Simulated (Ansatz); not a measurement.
C₂₂H₁₃BN₄OS⁻, that is S-phenylphenoxathiinium tetracyanoborate with one electron more. Total charge -1; doublet. Geometry PBE-D4/def2-SVP.

Cartesian coordinates in Å:
```
N -5.1925 -3.2598 2.9611
C -4.3266 -2.7059 2.3957
B -3.1484 -1.9517 1.6262
C -1.7750 -2.0715 2.4375
N -0.7516 -2.1542 3.0059
C -3.5013 -0.4012 1.4439
N -3.7131 0.7434 1.2914
C -2.9202 -2.5966 0.1793
N -2.6922 -3.0570 -0.8759
C -0.7717 2.6210 -3.5822
C 0.4923 2.0624 -3.3055
C 0.6618 1.1436 -2.2660
C -0.4636 0.7578 -1.4865
S -0.3257 -0.1215 0.0634
C 0.5503 0.8096 1.3600
C -0.2326 1.6691 2.1705
C 0.3689 2.7150 2.8701
C 1.7586 2.9523 2.7482
C 2.5413 2.1149 1.9381
C 1.9425 1.0485 1.2554
O 2.7889 0.2168 0.5509
C 2.3561 -0.9296 -0.0423
C 3.3678 -1.8262 -0.4541
C 3.0289 -3.0295 -1.0786
C 1.6820 -3.3657 -1.3058
C 0.6710 -2.4738 -0.9207
C 1.0075 -1.2609 -0.2984
C -1.7362 1.3413 -1.7374
C -1.8800 2.2500 -2.7864
H -0.8923 3.3446 -4.4025
H 1.3628 2.3443 -3.9206
H 1.6492 0.6980 -2.0728
H -1.3217 1.5055 2.2204
H -0.2465 3.3586 3.5172
H 2.2308 3.7885 3.2855
H 3.6303 2.2497 1.8468
H 4.4132 -1.5430 -0.2638
H 3.8300 -3.7193 -1.3872
H 1.4146 -4.3196 -1.7831
H -0.3902 -2.7041 -1.1093
H -2.5932 1.0790 -1.0966
H -2.8743 2.6775 -2.9921
```

Single mean-field runs in def2-TZVP are fitted with def2-universal-jkfit.

Q: Estimate the α-spin orbital energies around the gap (eV) in Ansatz with PBE-D4/def2-TZVP, PBE0-D4/def2-TZVP.

A: 
| orbital | PBE-D4/def2-TZVP | PBE0-D4/def2-TZVP |
| --- | --- | --- |
| HOMO−5 | -4.28 | -5.34 |
| HOMO−4 | -3.99 | -5.09 |
| HOMO−3 | -3.95 | -4.98 |
| HOMO−2 | -3.84 | -4.86 |
| HOMO−1 | -3.16 | -4.16 |
| HOMO | -0.30 | -0.86 |
| LUMO | 0.44 | 1.25 |
| LUMO+1 | 0.85 | 1.61 |
| LUMO+2 | 0.96 | 1.81 |
| LUMO+3 | 1.10 | 1.96 |
| LUMO+4 | 1.44 | 2.38 |
| LUMO+5 | 1.71 | 2.71 |
| β HOMO | -3.08 | -4.05 |
| β LUMO | 0.10 | 1.00 |
